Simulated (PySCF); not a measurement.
Below is a simulated gas-phase C 1s photoelectron spectrum of `[H][Ge]([H])([CH3])[O]CC` (GeH2Me(OEt)).

Every computed line was given a Gaussian of 0.5 eV full width at half maximum and an area set by the number of equivalent atoms; the highest printed point is 100. The calculation used PySCF 2.14.0, delta-SCF UKS SCAN, pcX-2 on the ionised atom, pcseg-1 elsewhere, spin-free X2C.

binding energy (eV), intensity and a bar:
```
    289.7          0 
    289.8          1 
    289.9          4 #
    290.0         13 ####
    290.1         29 #########
    290.2         55 ################
    290.3         83 #########################
    290.4        100 ##############################
    290.5         97 #############################
    290.6         75 #######################
    290.7         47 ##############
    290.8         23 #######
    290.9          9 ###
    291.0          3 #
    291.1          1 
    291.2          0 
    291.3          1 
    291.4          4 #
    291.5          9 ###
    291.6         20 ######
    291.7         34 ##########
    291.8         47 ##############
    291.9         51 ###############
    292.0         44 #############
    292.1         31 #########
    292.2         17 #####
    292.3          8 ##
    292.4          3 #
    292.5          1 
    292.6          0
```

**Question.** How many maxima does the curve show, and how many computed lines lie under it?

**Answer.** The curve has 2 maxima (at 290.4 and 291.9 eV). Under it lie 3 lines from 3 inequivalent carbon sites. At this width some lines have no maximum of their own.

**Question.** Decompose the envelope and assign each component. Bonds: Ge1–C4, Ge1–O8, O8–C9, C9–C10. Hydrogens: H2, H3 on Ge1; H5, H6, H7 on C4; H11, H12 on C9; H13, H14, H15 on C10.

**Answer.** 
```json
{"position (eV)": "290.42", "relative area": "1", "line": "C 1s", "atoms": "C4", "environment": "carbon bonded to Ge and 3 H"}
{"position (eV)": "290.45", "relative area": "1", "line": "C 1s", "atoms": "C10", "environment": "carbon bonded to C and 3 H"}
{"position (eV)": "291.89", "relative area": "1", "line": "C 1s", "atoms": "C9", "environment": "carbon bonded to C, O and 2 H"}
```

The listed C 1s values span 1.47 eV, from C4 (bonded to 3 H and Ge) to C9 (bonded to O, C and 2 H). The widest gap between neighbouring values is 1.44 eV, between 290.45 and 291.89 eV. The values 290.42 and 290.45 eV lie too close for their order to be trusted.

No satellites, vibrations or lifetime broadening are included. One conformer (not necessarily the lowest) at the PBE0-D3(BJ)/def2-SVP geometry, without solvent, vibrations or thermal averaging.

Hardware: Intel Xeon at 2.50 GHz, one thread (shared host). Cost: 93 s of wall time, 0.58 GiB resident at most.
